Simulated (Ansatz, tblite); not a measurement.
Removing and adding an electron: the cluster Li3Sn2 (the lowest doublet isomer of a short search). Charge 0, multiplicity 2. Geometry: PBE0-D4/def2-TZVP. Ansatz, gas phase; energy differences of separate SCF runs; the oxidised species is a singlet (the triplet lies 0.92 eV higher at PBE0-D4/def2-TZVP); the reduced species is a triplet (the singlet lies 0.09 eV higher at PBE0-D4/def2-TZVPD).

| atom | x (Å) | y (Å) | z (Å) |
| --- | --- | --- | --- |
| Li1 | -1.1349 | -0.8532 | 1.0971 |
| Li2 | 1.4846 | 0.6072 | 0.8000 |
| Li3 | 1.0200 | -2.0460 | -1.1316 |
| Sn4 | -0.3093 | 0.2614 | -1.3327 |
| Sn5 | -1.0604 | 2.0305 | 0.5672 |

In the def2 sets Sn takes a core potential; there is no spin–orbit coupling. The xTB rows come from tblite. The structure comes from a short search, and lower isomers may exist.

(1) Estimate orbital energies and vertical ionisation energies and electron affinities at: GFN1-xTB; GFN2-xTB; PBE-D4/def2-TZVP; PBE-D4/def2-TZVPD; r2SCAN-D4/def2-TZVP; r2SCAN-D4/def2-TZVPD; PBE0-D4/def2-TZVP; PBE0-D4/def2-TZVPD.

## Answers

(1) 
| level | −HOMO (eV) | vertical IE (eV) | −LUMO (eV) | vertical EA (eV) | HOMO–LUMO gap (eV) | IE − EA (eV) | remarks |
| --- | --- | --- | --- | --- | --- | --- | --- |
| GFN1-xTB | – | 10.90 | – | 6.06 | – | 4.84 | – |
| GFN2-xTB | – | 8.70 | – | 3.32 | – | 5.38 | – |
| PBE-D4/def2-TZVP | 3.09 | 4.99 | 2.50 | – | 0.59 | – | – |
| PBE-D4/def2-TZVPD | 3.10 | – | 2.51 | 0.91 | 0.59 | – | HOMO above zero (-1 triplet) |
| r2SCAN-D4/def2-TZVP | 3.25 | 5.05 | 2.46 | – | 0.79 | – | spin-contaminated (⟨S²⟩ 0.85) (doublet) |
| r2SCAN-D4/def2-TZVPD | 3.25 | – | 2.46 | 0.87 | 0.79 | – | HOMO above zero (-1 triplet), spin-contaminated (⟨S²⟩ 0.85) (doublet) |
| PBE0-D4/def2-TZVP | 3.67 | 5.01 | 1.96 | – | 1.70 | – | – |
| PBE0-D4/def2-TZVPD | 3.67 | – | 1.98 | 0.88 | 1.70 | – | HOMO above zero (-1 triplet) |

Relaxing the oxidised species (PBE0-D4/def2-TZVP) changes its energy by -0.56 eV at PBE0-D4/def2-TZVP, so the adiabatic ionisation energy to this nearest minimum is 4.45 eV. At PBE-D4/def2-TZVP it is 4.52 eV.     A HOMO above zero means that the electron is unbound at that level or that self-interaction error raises the level; the energy of removing that electron tells which. HOMO and LUMO are the levels of the spin that leaves or enters (xTB has no such levels and no spin-polarisation term). Other spin states of the ions may lie lower, which would lower the ionisation energy or raise the affinity. Raw xTB energy differences between charge states are shifted by several eV; the methods need an empirical correction for them.
